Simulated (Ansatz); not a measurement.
Cost and result up the ladder for Ge(vinyl)2(NCO)2 (C6H6GeN2O2) (17 atoms). Total charge 0; singlet. Geometry: PBE-D4/def2-SVP.

Cartesian coordinates in Å:
```
Ge 0.061 0.341 -0.102
C -1.843 0.594 -0.355
C -2.749 -0.223 0.210
H -2.167 1.441 -0.985
H -2.442 -1.072 0.846
H -3.834 -0.074 0.068
C 1.153 0.025 -1.670
C 1.716 -1.167 -1.933
H 1.298 0.875 -2.361
H 1.591 -2.031 -1.258
H 2.334 -1.331 -2.832
N 0.227 -1.102 1.037
C 0.964 -1.706 1.795
O 1.615 -2.346 2.546
N 0.764 1.833 0.731
C 0.669 2.585 1.685
O 0.645 3.359 2.579
```

Ansatz on 4 threads of Arm Neoverse N1 on a shared host. Times are rough, and most runs start from the orbitals of an earlier one. PBE0-D4/def2-TZVP serves as the yardstick here, not as an exact answer. Differences are given only for rows in sets of like size (and for xTB, whose basis is part of the method), since another set adds its own error. Binding counts from free atoms at the same level (Ge triplet, C triplet, H doublet, N quartet, O triplet; other spins of the atoms weren't run), without zero-point energy or a counterpoise term.

The 6-31G sets use Cartesian d functions. B3LYP takes the VWN-RPA correlation. Correlated methods freeze 19 core orbitals; core or outer-core shells of Ge are correlated, in sets that lack core-valence functions. The rows differ in basis, and correlated rows in double-zeta sets carry the largest basis error.

Run but left out: HF/STO-3G, HF/6-31G (restricted singlet, unstable in another Hartree–Fock run and untested here).

Correlated methods converge slowly with the basis, most of all in double-zeta sets.

```tsv
level	functions	wall time	binding energy per atom (eV)	difference from PBE0-D4/def2-TZVP (eV)	remarks
PBE-D4/def2-SVP	202	4.6 s	5.02	–	–
B3LYP-D4/6-31G	131	6 s	4.53	–	–
PBE0-D4/def2-SVP	202	8.5 s	4.84	–	–
MP2/def2-SVP	202	9.5 s	4.64	–	restricted SCF unstable
PBE-D4/def2-TZVP (with forces)	394	14 s	4.96	0.17	–
r2SCAN-D4/def2-TZVP	394	22 s	4.77	-0.02	–
PBE0-D4/def2-TZVP	394	25 s	4.79	0.00	–
B3LYP-D4/def2-TZVP	394	26 s	4.75	-0.04	–
B97M-V/def2-TZVP	394	50 s	4.75	-0.04	–
```
